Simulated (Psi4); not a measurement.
C4H12Ge, charge -1, doublet, at the geometry of the source list (a state made from the parent by changing its charge; the spin is typed, not shown lowest) (a gas-phase anion, which may not be bound at this level). Base run: Psi4 with B3LYP/def2-SV(P).

Psi4 was given this input:
```
memory 2 GB

molecule mol {
-1 2
Ge    0.738300    1.693100    0.196900
C    -0.056600   -0.134800   -0.017900
C    -0.234800   -0.768800    1.357700
C     0.875400   -0.996300   -0.863000
C    -1.413600   -0.016900   -0.703700
H     1.969800    1.673700    1.047400
H     1.126400    2.300200   -1.120500
H    -0.222500    2.643100    0.845500
H    -0.661200   -1.770000    1.266300
H     0.723000   -0.852200    1.869900
H    -0.904500   -0.168300    1.972400
H     1.848400   -1.094300   -0.381900
H     1.022900   -0.552100   -1.848200
H     0.459000   -1.994800   -0.997100
H    -1.308500    0.417500   -1.699000
H    -2.082800    0.619200   -0.119800
H    -1.878600   -0.998400   -0.805100
}

set {
  basis def2-sv(p)
  reference uks
}

energy('b3lyp')
print_variables()
```

The base run was repeated with changes; each row names its change, and settings that it needs were set with it.

```
change                                                             basis functions       E (Eh)
-----------------------------------------------------------------  ---------------  -----------
base                                                                           112  -2236.19216
basis = cc-pVDZ-DK; relativity = spin-free X2C (with scf_type pk)              143  -2258.36974
basis = cc-pVDZ-DK; relativity = none (with scf_type pk)                       143  -2224.72205
```

Total energies compare only within one method and basis.

Open shells are given as the SCF converged; they aren't shown to be the lowest states, and a large step between rows can be another state.

A gas-phase anion may not be bound at this level; its values then depend on the basis.

Basis sets contracted for a relativistic Hamiltonian are a mismatch without it, so the rows without relativity aren't non-relativistic limits. No row has spin-orbit coupling; sets with core potentials leave out the core electrons.
